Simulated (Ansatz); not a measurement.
Relaxation of GeH4O (6 atoms, charge 0, multiplicity 1), to a largest force component of 0.03 eV/Å in at most 50 steps.

All numbers below come from RKS PBE0-D4/def2-mTZVP (Ansatz 0.2.0).

```xyz
6
Properties=species:S:1:pos:R:3
Ge -0.106 0.044 -0.921
O 1.184 0.182 1.731
H 0.939 -0.665 2.125
H 1.836 -0.059 1.034
H -1.137 1.235 -0.707
H -1.142 -1.019 -0.336
```

Task: Where does it end, and by what steps?

Result: It converged. After 8 steps the energy has fallen by 0.411 eV; H3 moved furthest, 0.82 Å.

```json
{"step": "0", "energy less start (eV)": "0.0000", "largest force component (eV/Å)": "1.068", "accepted": "yes"}
{"step": "1", "energy less start (eV)": "-0.0875", "largest force component (eV/Å)": "1.564", "accepted": "yes"}
{"step": "2", "energy less start (eV)": "-0.2091", "largest force component (eV/Å)": "0.811", "accepted": "yes"}
{"step": "3", "energy less start (eV)": "-0.3129", "largest force component (eV/Å)": "1.136", "accepted": "yes"}
{"step": "4", "energy less start (eV)": "-0.3799", "largest force component (eV/Å)": "0.215", "accepted": "yes"}
{"step": "5", "energy less start (eV)": "-0.3952", "largest force component (eV/Å)": "0.182", "accepted": "yes"}
{"step": "6", "energy less start (eV)": "-0.4020", "largest force component (eV/Å)": "0.264", "accepted": "yes"}
{"step": "7", "energy less start (eV)": "-0.4104", "largest force component (eV/Å)": "0.031", "accepted": "yes"}
{"step": "8", "energy less start (eV)": "-0.4108", "largest force component (eV/Å)": "0.028", "accepted": "yes"}
```

```xyz
6
Properties=species:S:1:pos:R:3
Ge 0.012 0.122 -0.818
O 1.086 0.221 1.145
H 0.447 -0.095 1.798
H 1.786 -0.444 1.126
H -1.051 1.093 -0.124
H -0.708 -1.179 -0.201
```

Whether the end is a true minimum wasn't checked by a vibrational analysis.

Time of the run: 17 s on 1 thread of Intel(R) Xeon(R) CPU @ 2.60GHz (Ice Lake) (shared host), peak memory 0.15 GiB.
